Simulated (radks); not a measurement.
Problem. Tl XXXV, configuration [Kr] 4d10 4f1. Calculated with a radial shooting solver on a logarithmic mesh with Libxc functionals: Dirac Kohn-Sham, PBE, spin-unpolarised, spherical densities, point nucleus; open shells are shared between the two j in proportion to 2j + 1. Some entries of the table are withheld. Estimate them.

orbital      occ.  eigenvalue (eV)  <r> (bohr)  <r^2> (bohr^2)
1s1/2           2        -86806.33     0.01631       0.0003686
2s1/2           2        -16530.40     0.06807        0.005548
2p1/2           2              (1)     0.05591        0.003914
2p3/2           4              (2)     0.06471        0.005099
3s1/2           2        -4949.082      0.1762         0.03564
3p1/2           2        -4675.199      0.1667         0.03241
3p3/2           4        -4211.331      0.1823         0.03856
3d3/2           4        -3763.338      0.1585         0.02944
3d5/2           6        -3664.434      0.1633         0.03109
4s1/2           2        -2010.890      0.3695          0.1538
4p1/2           2        -1891.829      0.3674             (3)
4p3/2           4        -1758.163      0.3935             (4)
4d3/2           4        -1566.043      0.3858          0.1705
4d5/2           6        -1538.716      0.3933          0.1769
4f5/2    0.428571        -1303.667      0.3673          0.1539
4f7/2    0.571429        -1296.149      0.3705          0.1564
5s1/2           0        -1067.668      0.6675          0.4969
5p1/2           0        -1013.779      0.6763          0.5121
5p3/2           0        -963.3307      0.7117          0.5667
5d3/2           0              (5)      0.7255             (6)
5d5/2           0              (7)      0.7350             (8)

Solution. 
(1) 2p1/2 eigenvalue (eV): -15915.92
(2) 2p3/2 eigenvalue (eV): -13851.26
(3) 4p1/2 <r^2> (bohr^2): 0.1532
(4) 4p3/2 <r^2> (bohr^2): 0.1753
(5) 5d3/2 eigenvalue (eV): -876.7866
(6) 5d3/2 <r^2> (bohr^2): 0.5935
(7) 5d5/2 eigenvalue (eV): -866.2490
(8) 5d5/2 <r^2> (bohr^2): 0.6089
